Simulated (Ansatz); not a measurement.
Consider the ligand exchange at a B–N bond: `NBBr` + H–F → `FBBr` + NH₃.

Computed with Ansatz on PBE0-D4/def2-TZVP structures; ΔE is electronic, products minus reactants. CCSD(T)/CBS adds triple-zeta CCSD(T) − MP2 to the extrapolated MP2 energy (def2 sets, frozen cores). This one scheme is used for every species. Functionals use def2-TZVPP. For Br outer-core shells are correlated without core-valence functions, which leaves a few kJ/mol of doubt a bond. Scalar relativity is left out up to krypton. One conformer a species, not always the lowest.

| level | ΔE (kJ/mol) | difference from CCSD(T)/CBS |
| --- | --- | --- |
| PBE-D4 | -1.4 | -1.5 |
| B97M-V | -13.8 | -13.9 |
| r2SCANh-D4 | -5.3 | -5.4 |
| BHLYP-D4 | -5.1 | -5.2 |
| PBE | -3.9 | -4.0 |
| r2SCAN0 | -4.0 | -4.1 |
| MP2/def2-SVP | -4.7 | -4.8 |
| CCSD/def2-SVP | -7.6 | -7.7 |
| CCSD(T)/def2-SVP | -7.5 | -7.6 |
| MP2/def2-TZVPP | 1.3 | 1.2 |
| HF/def2-QZVPP | -15.7 | -15.8 |
| MP2/def2-QZVPP | 2.8 | 2.7 |
| SCS-MP2/def2-QZVPP | -1.6 | -1.7 |
| HF/CBS(def2) | -15.8 | -15.9 |
| MP2/CBS(def2) | 4.3 | 4.2 |
| CCSD/CBS(def2) | -1.0 | -1.1 |
| CCSD(T)/CBS | 0.1 | 0 |

Largest T1 diagnostic among the species: 0.011.

In def2-TZVPP, CCSD(T) changes the Hartree–Fock value by +12.1 kJ/mol (the triples alone add +1.1 kJ/mol) and MP2 by +16.3 kJ/mol. Leaving LDA and LC-ωPBE aside and taking each functional with its dispersion term where it has one, the values, not all of them listed here, spread over 14.9 kJ/mol, from B97M-V to HSE06-D4. LDA lies +9.0 kJ/mol from PBE without D4.
